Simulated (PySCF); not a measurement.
Molecule: SMILES COCC1CCC1, C6H12O.

Geometry (Å), atoms numbered from 1 in this order:
```xyz
19

C     2.7992    0.3565    0.2175
O     1.3997    0.3529    0.2425
C     0.8362   -0.6580   -0.5620
C    -0.6823   -0.5919   -0.4888
C    -1.3086   -0.6251    0.9161
C    -2.1915    0.5715    0.5347
C    -1.3308    0.7845   -0.7187
H     3.2094   -0.5923    0.5880
H     3.1223    1.1676    0.8672
H     3.1813    0.5271   -0.7977
H     1.1664   -0.5320   -1.6070
H     1.1819   -1.6469   -0.2156
H    -1.0927   -1.3611   -1.1460
H    -1.8267   -1.5418    1.1911
H    -0.5774   -0.3762    1.6806
H    -3.2136    0.2809    0.2990
H    -2.2104    1.3940    1.2457
H    -0.6082    1.5866   -0.5955
H    -1.8638    0.9130   -1.6585
```

Frames of a GFN2-xTB Langevin trajectory at 200 K; GIAO PBE0/pcSseg-1 shieldings in PySCF 2.14, gas phase, non-relativistic; equivalent atoms averaged within each frame.

Referencing at the same level of theory: $^{13}$C (186.93 ppm) and $^{1}$H (31.72 ppm) against TMS; $^{17}$O (336.08 ppm) against H2O. The references are static minima.

Task: How do the shifts (ppm) fluctuate along the trajectory?

Result: 
```tsv
time (fs)	C3	C1	C4	C5/C7	C6	O2	H11/H12	H8/H9/H10	H13	H14/H19
250	82.1	61.1	34.8	21.2	17.8	12.8	4.16	3.70	2.61	2.53
425	79.4	60.3	41.9	20.7	20.3	16.8	3.70	3.39	3.02	1.85
625	77.5	58.5	32.0	23.4	16.3	1.8	3.50	3.83	2.45	1.82
800	76.8	65.1	39.2	25.9	15.9	19.5	3.73	3.76	2.70	1.45
1000	76.7	62.1	37.8	19.1	16.4	-3.6	3.33	3.98	1.93	1.69
mean of frames	78.5	61.4	37.1	22.1	17.3	9.5	3.68	3.73	2.54	1.87
standard deviation	2.3	2.5	3.9	2.6	1.8	9.9	0.31	0.22	0.40	0.40
```

5 frames give an uncertainty of the mean of about the standard deviation over 2.2 at best, since frames this close in time may not be independent; classical motion lacks zero-point vibration, and the reference would need the same averaging.
